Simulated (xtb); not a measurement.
xtb input:

```bash
xtb mol.xyz --gfn 2 --ohess tight --chrg 0 --uhf 0
```
mol.xyz:
```
17

C      0.94606300     2.57651265    -0.11718761
O     -0.09364744     1.67935096     0.28692610
Si    -0.05573908     0.09150046     0.17874158
Cl     0.42888115    -0.53173358    -1.76960516
O      1.12371839    -0.46524845     1.18897405
C      1.53426468    -1.79840287     1.31873939
O     -1.47557649    -0.54799061     0.64369070
C     -2.67189906    -0.36008124    -0.08771218
H      1.24363801     2.41753567    -1.09673994
H      1.80736538     2.46636239     0.57581865
H      0.51120232     3.56919316    -0.00108256
H      2.28497451    -1.85355296     2.07525490
H      0.64188341    -2.44064637     1.77397129
H      1.81786947    -2.28342840     0.41546180
H     -2.65657826    -0.70450605    -1.09335308
H     -2.96772046     0.66710190    -0.07412211
H     -3.42999251    -1.00970415     0.42686165
```

Q: Which total energy does the run end on?

A: -29.65722 Eh (GFN2-xTB).
